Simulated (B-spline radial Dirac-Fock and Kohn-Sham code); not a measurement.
# Ce³⁸⁺: eigenvalues, ΔSCF and the reference

System: the Ce³⁸⁺ ion, [Ar] 3d2.

The density-functional columns are spherical, spin-unpolarised Dirac-Kohn-Sham results without Breit or QED terms: −ε is minus the orbital energy of the initial state and ΔSCF the difference of two total energies. The reference in the last column comes from multi-electron Dirac-Fock with separately optimised hole states, Breit and Lamb-shift corrections added in first order. All numbers are from an atomic code on a B-spline grid, in eV; a selection of levels is shown. For the 1s level of heavy atoms much of the gap between ΔSCF and the reference is the Breit and QED part, -157.5 eV here; for other levels the error of the functional can be larger.

```csv
level,LDA −ε,LDA ΔSCF,Dirac-Fock
1s,42241.9,42682.7,42536.9
2s,8432.8,8537.3,8581.2
2p1/2,8094.7,8219.8,8209.2
2p3/2,7642.4,7759.4,7760.6
3s,3091.8,3136.1,3157.9
3p1/2,2961.7,3008.2,3005.5
3p3/2,2854.8,2899.6,2899.6
3d,2638.5,2689.6,2688.0
```

Values without a named source are computed, but for edge energies of neutral atoms, which are taken from tables.
